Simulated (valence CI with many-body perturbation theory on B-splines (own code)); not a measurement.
## E1 line list for Ga¹⁸⁺

Level of theory: valence CI with perturbative core correlation (CI+MBPT): three valence electrons over a frozen Dirac-Fock core [Ne], radial functions for each j: 11 s, 11 p, 10 d, 8 f, 5 g, 2 h, with the one-electron correlation potential Σ1 (screened to all orders), the two-electron term Σ2, the three-electron term Σ3, Breit, model QED; selected single and double excitations, second order for the rest, scaled by the run's own slope (own B-spline code, finite nucleus).

No measured levels were compared; by estimate levels of excited configurations hold to 0.05 to 0.15 % of their energy, terms of the ground configuration to about 0.5 %.

Lines 51 to 100 of 582 in falling wavelength, among levels below 2791400 cm⁻¹, chosen from the strongest by gf and those to the six lowest levels. Wavelengths and rates use the calculated energies, so an error of 400 cm⁻¹ moves a line at 257.3 Å by 0.1 % and its rate by three times that or more. Electric multipoles are in the length gauge, E1 and E2 with the static RPA response of the core. Weak lines are less certain than strong ones. Lines between different terms over intervals too small for the method are left out, as are lines whose strength nearly cancels. Where a level lies close to another of its J and parity, the split of strength between their lines is uncertain. The highest levels of a list are the least certain.

Names give the largest LS component (configuration and term), which can be under half, so a name can repeat, a term be missing and a line seem to break the LS rules; names also repeat where a configuration has a term twice. Letters in brackets count levels of one name in rising energy.

```
λ vac (Å)                 Upper                 Lower   A (s⁻¹)  S (a.u.) with core polarisation  S without
    257.3         3s 3p2 2D_5/2        3s2 3p 2P°_3/2  2.99e+09                         1.51e-01   1.56e-01
    256.3           3p3 2D°_5/2         3s 3p2 2D_3/2  6.25e+08                         3.12e-02   3.22e-02
    252.3    3p 3d2 2F°_7/2 [c]         3s 3d2 2F_7/2  2.51e+09                         1.59e-01   1.64e-01
    252.2         3p2 3d 4D_3/2      3s 3p 3d 4P°_3/2  3.73e+09                         1.18e-01   1.22e-01
    251.6         3p2 3d 4D_5/2      3s 3p 3d 4P°_3/2  2.54e+09                         1.20e-01   1.24e-01
    250.8           3p3 4S°_3/2         3s 3p2 2D_3/2  5.86e+08                         1.83e-02   1.89e-02
    250.8         3p2 3d 4D_5/2      3s 3p 3d 4D°_5/2  3.67e+09                         1.72e-01   1.77e-01
    250.7     3p2 3d 2F_7/2 [b]  3s 3p 3d 2F°_7/2 [b]  4.91e+09                         3.05e-01   3.16e-01
    250.1  3s 3p 3d 2F°_7/2 [a]         3s2 3d 2D_5/2  3.16e+09                         1.95e-01   2.02e-01
    250.0    3p 3d2 2F°_7/2 [c]         3s 3d2 2F_5/2  8.35e+09                         5.15e-01   5.31e-01
    249.2        3p 3d2 4P°_5/2         3s 3d2 4P_5/2  6.05e+09                         2.77e-01   2.86e-01
    248.1     3p2 3d 2F_5/2 [b]  3s 3p 3d 2P°_3/2 [a]  3.54e+09                         1.60e-01   1.65e-01
    247.9        3p 3d2 4P°_5/2         3s 3d2 4P_3/2  3.69e+09                         1.67e-01   1.72e-01
    247.3         3p2 3d 4D_7/2  3s 3p 3d 2D°_5/2 [a]  4.61e+09                         2.75e-01   2.85e-01
    246.9        3p 3d2 4F°_7/2         3s 3d2 4F_9/2  3.92e+09                         2.33e-01   2.41e-01
    246.9    3p 3d2 2G°_9/2 [a]         3s 3d2 4F_9/2  1.57e+09                         1.16e-01   1.20e-01
    246.3         3p2 3d 4F_7/2      3s 3p 3d 4P°_5/2  5.80e+09                         3.42e-01   3.53e-01
    245.8    3p 3d2 2F°_5/2 [c]         3s 3d2 2G_7/2  3.01e+09                         1.32e-01   1.37e-01
    245.5    3p 3d2 4F°_3/2 [a]         3s 3d2 4F_3/2  5.60e+09                         1.63e-01   1.69e-01
    245.3        3p 3d2 4F°_5/2         3s 3d2 4F_7/2  3.96e+09                         1.73e-01   1.79e-01
    244.3        3p 3d2 4F°_7/2         3s 3d2 4F_7/2  2.48e+09                         1.43e-01   1.47e-01
    244.3    3p 3d2 2F°_5/2 [c]         3s 3d2 2D_3/2  7.57e+09                         3.27e-01   3.37e-01
    243.5            3d3 2P_3/2    3p 3d2 2P°_3/2 [c]  4.56e+09                         1.30e-01   1.34e-01
    243.3        3p 3d2 4F°_5/2         3s 3d2 4F_5/2  5.15e+09                         2.19e-01   2.27e-01
    242.2        3p 3d2 4F°_7/2         3s 3d2 4F_5/2  2.16e+09                         1.21e-01   1.25e-01
    241.2    3p 3d2 2G°_9/2 [b]         3s 3d2 2F_7/2  2.72e+10                         1.88e+00   1.94e+00
    241.0    3p 3d2 4D°_7/2 [b]         3s 3d2 4P_5/2  5.53e+09                         3.06e-01   3.16e-01
    240.9    3p 3d2 2F°_7/2 [b]         3s 3d2 2G_9/2  8.02e+09                         4.43e-01   4.57e-01
    239.8    3p 3d2 4D°_5/2 [b]         3s 3d2 4P_3/2  4.33e+09                         1.77e-01   1.83e-01
    239.1    3p 3d2 2F°_7/2 [b]         3s 3d2 2D_5/2  1.05e+10                         5.69e-01   5.87e-01
    238.8    3p 3d2 2F°_5/2 [d]         3s 3d2 2F_5/2  5.29e+09                         2.13e-01   2.20e-01
    238.0    3p 3d2 2D°_5/2 [b]         3s 3d2 2P_3/2  1.98e+10                         7.91e-01   8.15e-01
    237.0        3p 3d2 4F°_9/2         3s 3d2 4F_9/2  8.65e+09                         5.68e-01   5.86e-01
    236.7         3p2 3d 4F_7/2      3s 3p 3d 4F°_9/2  6.28e+09                         3.29e-01   3.40e-01
    236.4         3p2 3d 4D_7/2      3s 3p 3d 4D°_7/2  3.78e+09                         1.97e-01   2.04e-01
    235.6     3p2 3d 2D_5/2 [c]  3s 3p 3d 2P°_3/2 [b]  3.40e+09                         1.32e-01   1.36e-01
    235.3     3p2 3d 2D_5/2 [c]  3s 3p 3d 2D°_5/2 [b]  1.00e+10                         3.86e-01   3.98e-01
    235.3    3p 3d2 2G°_7/2 [b]         3s 3d2 2F_7/2  6.02e+09                         3.09e-01   3.19e-01
    235.0         3s 3p2 2D_3/2        3s2 3p 2P°_1/2  5.07e+09                         1.30e-01   1.34e-01
    234.5        3p 3d2 4F°_9/2         3s 3d2 4F_7/2  2.07e+09                         1.32e-01   1.36e-01
    233.9    3p 3d2 2D°_3/2 [c]         3s 3d2 2P_1/2  2.04e+10                         5.15e-01   5.31e-01
    233.8         3p2 3d 4F_5/2      3s 3p 3d 4F°_7/2  7.66e+09                         2.90e-01   3.00e-01
    233.5    3p 3d2 2F°_5/2 [b]     3p2 3d 2P_3/2 [b]  3.10e+09                         1.17e-01   1.20e-01
    233.2    3p 3d2 2G°_7/2 [b]         3s 3d2 2F_5/2  2.10e+10                         1.05e+00   1.09e+00
    232.9         3p2 3d 4F_3/2      3s 3p 3d 4F°_5/2  6.96e+09                         1.74e-01   1.79e-01
    232.7    3p 3d2 4D°_7/2 [a]         3s 3d2 4F_7/2  5.33e+09                         2.65e-01   2.74e-01
    232.3    3p 3d2 2G°_9/2 [a]     3p2 3d 2F_7/2 [b]  5.74e+09                         3.55e-01   3.66e-01
    232.0    3p 3d2 2D°_3/2 [b]         3s 3d2 2D_3/2  9.58e+09                         2.36e-01   2.44e-01
    230.7     3p2 3d 2D_3/2 [b]  3s 3p 3d 2P°_3/2 [b]  5.25e+09                         1.27e-01   1.31e-01
    229.0         3p2 3d 4F_9/2      3s 3p 3d 4F°_9/2  1.46e+10                         8.62e-01   8.91e-01
```
